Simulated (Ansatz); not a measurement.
Reaction (ligand exchange at the Hf–O bond): `CC[N](CC)[Hf]([OH])([Cl])[N](C)C` + HCl → `CC[N](CC)[Hf]([Cl])([Cl])[N](C)C` + H₂O

Gas-phase electronic energies from Ansatz, PBE0-D4/def2-TZVP geometries. CBS: MP2 limit from def2 TZ/QZ plus the TZ coupled-cluster correction, frozen cores. This one scheme is used for every species. Functionals use def2-TZVPP. B3LYP here is the variant with VWN-RPA as its local correlation; programs differ in this. HSE06 is defined as in plane-wave codes. Elements past krypton have def2 core potentials. For Hf outer-core shells are correlated without core-valence functions, which leaves a few kJ/mol of doubt a bond. Each species was taken in one conformer, which may not be the lowest.

`CC[N](CC)[Hf]([OH])([Cl])[N](C)C`:

Cartesian coordinates in Å:
```
C -1.588 1.312 1.569
C -1.727 1.384 0.061
N -1.157 0.252 -0.651
C -1.438 0.388 -2.068
C -0.827 -0.676 -2.953
Hf -0.117 -1.180 0.375
O 0.393 -2.630 -0.788
Cl -1.220 -2.173 2.266
N 1.575 -0.280 1.031
C 2.072 1.059 0.853
C 2.481 -1.114 1.786
H -0.543 1.219 1.887
H -1.972 2.229 2.021
H -2.151 0.477 1.991
H -2.796 1.472 -0.189
H -1.257 2.312 -0.303
H -1.083 1.375 -2.404
H -2.529 0.398 -2.221
H 0.263 -0.684 -2.878
H -1.090 -0.480 -3.994
H -1.184 -1.675 -2.696
H 1.073 -3.219 -1.101
H 2.226 1.566 1.817
H 1.371 1.655 0.265
H 3.038 1.065 0.326
H 2.074 -2.125 1.916
H 2.658 -0.713 2.794
H 3.457 -1.214 1.288
```

HCl:

```xyz
2

Cl   -0.438   -0.463   -0.043
H     0.438    0.463    0.043
```

`CC[N](CC)[Hf]([Cl])([Cl])[N](C)C`:

Z-matrix (Å, degrees):
```
Hf
C 1 3.013
C 1 3.163 2 94.0
Cl 1 2.375 2 86.4 3 115.1
C 1 3.117 2 46.7 3 -69.0
N 1 2.006 2 111.9 3 8.2
C 1 2.919 2 135.3 3 24.2
N 1 2.017 2 25.0 3 -69.8
Cl 1 2.380 2 129.9 3 -131.2
C 2 1.521 1 120.4 3 -20.3
H 2 1.100 1 127.2 3 139.0
H 2 1.096 1 74.0 3 -122.8
H 3 1.099 1 122.6 2 83.6
H 3 1.100 1 122.8 2 -130.0
H 3 1.091 1 82.8 2 -23.0
C 5 1.516 1 82.1 2 -174.1
H 5 1.101 1 126.1 2 -65.9
H 5 1.099 1 119.8 2 78.6
H 7 1.098 1 72.5 2 145.6
H 7 1.098 1 124.7 2 46.7
H 7 1.098 1 125.0 2 -115.7
H 10 1.093 2 110.6 1 -18.8
H 10 1.093 2 110.2 1 -138.2
H 10 1.092 2 112.0 1 102.1
H 16 1.091 5 110.3 1 -173.4
H 16 1.092 5 111.6 1 66.7
H 16 1.096 5 111.7 1 -54.5
```

H₂O:

Z-matrix (Å, degrees):
```
O
H 1 0.960
H 1 0.960 2 105.1
```

```
             level  ΔE (kJ/mol)  difference from CCSD(T)/CBS
       LDA (SPW92)        -35.3                         13.9
         revPBE-D4        -47.2                          2.0
            B97M-V        -45.9                          3.3
          B3LYP-D4        -45.3                          3.9
          HSE06-D4        -50.4                         -1.2
           ωB97X-V        -42.3                          6.9
           ωB97M-V        -42.8                          6.4
            r2SCAN        -45.1                          4.1
              PBE0        -47.6                          1.6
  CCSD(T)/def2-SVP        -36.6                         12.6
     HF/def2-TZVPP        -51.5                         -2.3
    MP2/def2-TZVPP        -50.6                         -1.4
   CCSD/def2-TZVPP        -43.8                          5.4
SCS-MP2/def2-QZVPP        -49.9                         -0.7
      HF/CBS(def2)        -52.0                         -2.8
    CCSD/CBS(def2)        -48.4                          0.8
       CCSD(T)/CBS        -49.2                            0
```

Largest T1 diagnostic among the species: 0.014.

At CCSD(T), def2-SVP lies +12.6 kJ/mol from the extrapolated value and def2-TZVPP +4.6 kJ/mol. The D4 term adds −3.4 kJ/mol with B3LYP and −2.2 kJ/mol with PBE0; it sums over pairs of atoms, weighted by their polarisabilities, and B3LYP, whose exchange is more repulsive, gets the larger term.
